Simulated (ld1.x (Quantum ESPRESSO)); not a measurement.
**u(r) = r·R(r): atom against pseudo-atom (La)**

Columns: radius, all-electron u(r) and pseudo u(r) of the 5p shell (level -21.03 eV) of lanthanum in the configuration [Kr] 4d10 4f0 5s2 5p6 5d2 6s1 6p0; LDA (PZ), scalar-relativistic, TM scheme, ld1.x (Quantum ESPRESSO) 7.5.

```json
{"r (bohr)": "0.208", "all-electron": "-0.2984", "pseudo": "-0.0357"}
{"r (bohr)": "0.415", "all-electron": "0.2907", "pseudo": "-0.1356"}
{"r (bohr)": "0.622", "all-electron": "0.3999", "pseudo": "-0.2821"}
{"r (bohr)": "0.830", "all-electron": "-0.0033", "pseudo": "-0.4498"}
{"r (bohr)": "1.038", "all-electron": "-0.4353", "pseudo": "-0.6084"}
{"r (bohr)": "1.245", "all-electron": "-0.7166", "pseudo": "-0.7311"}
{"r (bohr)": "1.453", "all-electron": "-0.8434", "pseudo": "-0.8018"}
{"r (bohr)": "1.660", "all-electron": "-0.8576", "pseudo": "-0.8153"}
{"r (bohr)": "1.868", "all-electron": "-0.8043", "pseudo": "-0.7784"}
{"r (bohr)": "2.075", "all-electron": "-0.7179", "pseudo": "-0.7066"}
{"r (bohr)": "2.282", "all-electron": "-0.6200", "pseudo": "-0.6166"}
{"r (bohr)": "2.490", "all-electron": "-0.5229", "pseudo": "-0.5223"}
{"r (bohr)": "2.698", "all-electron": "-0.4337", "pseudo": "-0.4336"}
{"r (bohr)": "2.905", "all-electron": "-0.3557", "pseudo": "-0.3557"}
{"r (bohr)": "3.113", "all-electron": "-0.2888", "pseudo": "-0.2888"}
{"r (bohr)": "3.320", "all-electron": "-0.2331", "pseudo": "-0.2331"}
{"r (bohr)": "3.528", "all-electron": "-0.1869", "pseudo": "-0.1869"}
{"r (bohr)": "3.735", "all-electron": "-0.1494", "pseudo": "-0.1494"}
{"r (bohr)": "3.943", "all-electron": "-0.1189", "pseudo": "-0.1189"}
{"r (bohr)": "4.150", "all-electron": "-0.0944", "pseudo": "-0.0944"}
{"r (bohr)": "4.358", "all-electron": "-0.0747", "pseudo": "-0.0747"}
{"r (bohr)": "4.565", "all-electron": "-0.0590", "pseudo": "-0.0590"}
{"r (bohr)": "4.773", "all-electron": "-0.0465", "pseudo": "-0.0465"}
{"r (bohr)": "4.980", "all-electron": "-0.0366", "pseudo": "-0.0366"}
{"r (bohr)": "5.188", "all-electron": "-0.0288", "pseudo": "-0.0288"}
{"r (bohr)": "5.395", "all-electron": "-0.0226", "pseudo": "-0.0226"}
```

Task: How many radial nodes do the two functions have?

Result: The all-electron 5p function has n − l − 1 = 3 (the table is too coarse to show those close to the nucleus); the pseudo-wave has 0, since the states of the same l below it are removed with the core.

Task: At about which radius was the pseudo-wave matched?

Result: 2.95 bohr. The columns agree to 0.0005 from 2.70 bohr on; several derivatives are matched, so the curves merge somewhat inside the radius.

Task: Where does each function peak?

Result: Outermost all-electron maximum near 1.66 bohr, pseudo maximum near 1.66 bohr (to the table’s step).

Task: Is the pseudo-wave norm-conserving?

Result: Yes: the TM scheme keeps the norm inside the radius equal to the all-electron one, which fixes the energy derivative of the logarithmic derivative at the level.
